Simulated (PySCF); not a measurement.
Bonding in `C/C(CC#N)=C(/C#N)C(F)(F)F`

C₇H₅F₃N₂.
Numbering: `[CH3:1]/[C:2]([CH2:3][C:4]#[N:5])=[C:6](/[C:7]#[N:8])[C:9]([F:10])([F:11])[F:12]` (hydrogens: H13, H14, H15 on C1; H16, H17 on C3)

Structure used (GFN2-xTB), in Å, numbered top down from 1:
```xyz
17
C7H5F3N2 angstrom
C      0.0853   -1.6257   -0.1108
C      0.2900   -0.1511   -0.1380
C      1.7093    0.3252   -0.2685
C      2.4888   -0.1489    0.8549
N      3.0913   -0.5384    1.7422
C     -0.7211    0.7360   -0.0604
C     -0.5166    2.1341   -0.0993
N     -0.3419    3.2653   -0.1384
C     -2.1601    0.2972    0.0544
F     -2.3982   -0.3818    1.1912
F     -2.5164   -0.5253   -0.9506
F     -3.0151    1.3193    0.0315
H      1.0335   -2.1452    0.0037
H     -0.5738   -1.9184    0.7051
H     -0.3839   -1.9547   -1.0394
H      2.1502   -0.0918   -1.1811
H      1.7717    1.4161   -0.3075
```

Bond orders from the PBE0/pcSseg-1 density (PySCF). One conformer (not necessarily the lowest) at the GFN2-xTB geometry, without solvent, vibrations or thermal averaging. GFN2-xTB frequencies show an imaginary mode (27i cm⁻¹), so this geometry is no minimum at that level.

Problem. Where do the orders between heavy atoms depart from those drawn in the SMILES?

Solution. The largest departure is 0.356, at C2–C6 (drawn double, 1.644). Drawn double or triple, more than 0.30 short of the drawn order: C2–C6 (1.644).

Problem. Give the Mayer order of every bond between heavy atoms, beside its length.

Solution. 
```json
{"bond": "C1–C2", "drawn as": "single", "length (Å)": "1.489", "Mayer order": "1.102"}
{"bond": "C2–C3", "drawn as": "single", "length (Å)": "1.503", "Mayer order": "1.082"}
{"bond": "C3–C4", "drawn as": "single", "length (Å)": "1.447", "Mayer order": "0.993"}
{"bond": "C4–N5", "drawn as": "triple", "length (Å)": "1.141", "Mayer order": "3.043"}
{"bond": "C2–C6", "drawn as": "double", "length (Å)": "1.347", "Mayer order": "1.644"}
{"bond": "C6–C7", "drawn as": "single", "length (Å)": "1.414", "Mayer order": "1.061"}
{"bond": "C7–N8", "drawn as": "triple", "length (Å)": "1.145", "Mayer order": "2.980"}
{"bond": "C6–C9", "drawn as": "single", "length (Å)": "1.509", "Mayer order": "1.006"}
{"bond": "C9–F10", "drawn as": "single", "length (Å)": "1.345", "Mayer order": "0.987"}
{"bond": "C9–F11", "drawn as": "single", "length (Å)": "1.347", "Mayer order": "0.979"}
{"bond": "C9–F12", "drawn as": "single", "length (Å)": "1.333", "Mayer order": "1.022"}
```

Bonds between the same two heavy elements. C–C: lowest C3–C4 (0.993, 1.447 Å), highest C2–C6 (1.644, 1.347 Å); in 4 of the 15 pairs the longer bond (by over 0.003 Å) has the higher order (by 0.02 or more). C–N: lowest C7–N8 (2.980, 1.145 Å), highest C4–N5 (3.043, 1.141 Å). C–F: lowest C9–F11 (0.979, 1.347 Å), highest C9–F12 (1.022, 1.333 Å).

Problem. And the bonds to hydrogen?

Solution. C–H: 0.90 to 0.93 (5 bonds).

Problem. Sum the orders of all bonds at each heavy atom with more than one neighbour and set the sums beside the valence in the SMILES.

Solution. C1 3.878 (drawn 4), C2 3.828 (drawn 4), C3 3.879 (drawn 4), C4 4.036 (drawn 4), C6 3.711 (drawn 4), C7 4.041 (drawn 4), C9 3.994 (drawn 4). Orders between atoms that aren't bonded are not in these sums.

Mayer orders depend on the basis set.

The run behind these numbers computed NMR shieldings as well. Hardware: Intel Xeon at 2.50 GHz, one thread, no GPU, on a shared host. Cost: 3.0 min wall, 2.5 min CPU (grids of density and orbitals included), 1.0 GiB resident at most.
